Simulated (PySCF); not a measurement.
FGeO, multiplicity 2. Atoms are numbered in the order given.

```xyz
3

Ge     0.3189     0.0576     0.0000
O     -0.6731     1.4303     0.0000
F     -0.5355    -1.4763     0.0000
```
Charge 0, spin multiplicity 2.

Geometry optimised at B3LYP-D3(BJ)/def2-TZVP.

Calculation: CAM-B3LYP/def2-TZVPD run with PySCF.

Gas-phase values at a fixed geometry.

Computed frontier levels, dipole moment and polarisability:
| Property | Value |
|---|---|
| α spin, highest occupied and lowest empty level | -10.20 and -1.49 eV |
| β spin, highest occupied and lowest empty level | -10.43 and -4.13 eV |
| dipole moment | 2.43 D |
| quadrupole, principal values (traceless, Buckingham form, about the centre of nuclear charge) | -7.95, 2.27, 5.68 D·Å |
| mean static polarisability | 38.9 bohr³ (5.76 Å³) |
| polarisability, principal values | 29.9, 32.3, 54.3 bohr³ |
| ⟨S²⟩ | 0.764 (pure state 0.75) |
